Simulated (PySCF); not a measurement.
ClH2NOSW, SMILES [NH]=[W]([OH])(=[S])[Cl], multiplicity 1. Coordinates come from a B3LYP-D3(BJ)/def2-SVP optimisation. The multiplicity is an assumed one; no other spin state was optimised. The structure was generated by enumeration; whether it is a known compound was not checked. The def2 effective core potentials stand for the cores of W; spin–orbit coupling is left out. Other conformers were not sampled.

The numbers are results of B3LYP-D3(BJ)/def2-SVP run with PySCF, not measurements.

Harmonic wavenumbers (cm⁻¹): 134, 157, 194, 231, 250, 337, 394, 525, 566, 599, 661, 738, 1009, 3605, 3849. Rotational constants (GHz): 2.383, 1.687, 1.371; symmetry number 1.

### Question
Work out the zero-point energy and the ideal-gas rigid-rotor harmonic-oscillator thermochemistry at 298.15 K and 1 atm.

### Answer
ZPE = ½ Σ hcν = ½ × 13249 cm⁻¹ = 79.25 kJ/mol. H − E(el) = 100.65 kJ/mol. Entropy in J/(mol K): translation 179.17, rotation 119.06, vibration 65.91, total 364.14. G − E(el) = -7.92 kJ/mol. Cp = 107.18 J/(mol K). Modes under 150 cm⁻¹ make the vibrational entropy uncertain.
